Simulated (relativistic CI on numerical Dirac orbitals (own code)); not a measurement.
# Ligand-field terms of d9

Computed with a parametric ligand-field model of a d^n configuration (Racah B and C, spin-orbit zeta, crystal field), exact diagonalisation.

Field parameters in Wybourne normalisation: Oh B⁴₀ = 21Dq, B⁴₄ = √(5/14) B⁴₀; Td as Oh with Dq negative (B⁴₀ = 21Dq, B⁴₄ = √(5/14) B⁴₀). The field is a parameter set, without covalency.

**Question.** Ground term and bands for B = 670, C = 3020, ζ = 0 cm⁻¹, Oh, 10Dq = 38150 cm⁻¹?

**Answer.** Ground term 2E with 3.00 electrons in the two orbitals of the cubic e set. Spin-allowed: 2T2 38150 cm⁻¹ (262 nm). Lowest spin-forbidden: none.

**Question.** Ground term and bands for B = 1030, C = 4110, ζ = 0 cm⁻¹, Td, 10Dq = -2750 cm⁻¹?

**Answer.** Ground term 2T2 with 4.00 electrons in the two orbitals of the cubic e set. Spin-allowed: 2E 2750 cm⁻¹. Lowest spin-forbidden: none.

**Question.** Ground term and bands for B = 390, C = 1640, ζ = 0 cm⁻¹, Oh, 10Dq = 39750 cm⁻¹?

**Answer.** Ground term 2E with 3.00 electrons in the two orbitals of the cubic e set. Spin-allowed: 2T2 39750 cm⁻¹ (252 nm). Lowest spin-forbidden: none.

**Question.** Ground term and bands for B = 890, C = 4220, ζ = 0 cm⁻¹, Oh, 10Dq = 23300 cm⁻¹?

**Answer.** Ground term 2E with 3.00 electrons in the two orbitals of the cubic e set. Spin-allowed: 2T2 23300 cm⁻¹ (429 nm). Lowest spin-forbidden: none.

**Question.** Ground term and bands for B = 790, C = 3450, ζ = 0 cm⁻¹, Oh, 10Dq = 21900 cm⁻¹?

**Answer.** Ground term 2E with 3.00 electrons in the two orbitals of the cubic e set. Spin-allowed: 2T2 21900 cm⁻¹ (457 nm). Lowest spin-forbidden: none.
